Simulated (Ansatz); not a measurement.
Basis sets compared for (F3Ge)2NMe (CH₃F₆Ge₂N). Total charge 0; singlet. Geometry PBE-D4/def2-SVP. Ansatz on 2 threads of AMD EPYC 7R13 on a shared host and a share (18 GiB) of an NVIDIA H100 80GB HBM3; times are rough, and most runs start from earlier orbitals.

```xyz
13

Ge   -0.0803   -0.6436   -1.6093
F    -1.5268   -0.1691   -2.4302
F    -0.0367   -2.3769   -1.6096
F     1.2374   -0.0459   -2.5541
N     0.0211   -0.1045    0.1259
C    -0.1492   -1.0760    1.2286
Ge    0.2280    1.6591    0.4969
F    -0.9502    2.2240    1.6318
F     1.7580    2.0626    1.1964
F     0.0621    2.4903   -1.0130
H    -0.1786   -2.1013    0.8138
H    -1.0908   -0.8962    1.7884
H     0.7060   -1.0227    1.9343
```

Binding counts from free atoms (Ge triplet, F doublet, N quartet, C triplet, H doublet) in the same basis, without a counterpoise term.

```json
{"level": "PBE-D4/def2-SVP", "functions": "191", "energy (Eh)": "-4845.6204", "HOMO (eV)": "-7.31", "LUMO (eV)": "-2.83", "binding per atom (eV)": "4.16", "wall time": "4.4 s"}
{"level": "PBE0-D4/def2-SVP", "functions": "191", "energy (Eh)": "-4845.7252", "HOMO (eV)": "-8.95", "LUMO (eV)": "-1.84", "binding per atom (eV)": "3.98", "wall time": "8 s"}
```

Q: Estimate the rows for PBE-D4/def2-TZVP, PBE0-D4/def2-TZVP (with forces).

A: 
| level | functions | energy (Eh) | HOMO (eV) | LUMO (eV) | binding per atom (eV) | wall time |
| --- | --- | --- | --- | --- | --- | --- |
| PBE-D4/def2-TZVP | 362 | -4847.0136 | -7.47 | -3.08 | 4.12 | 6 s |
| PBE0-D4/def2-TZVP (with forces) | 362 | -4847.1153 | -9.01 | -2.00 | 3.97 | 5.5 s |
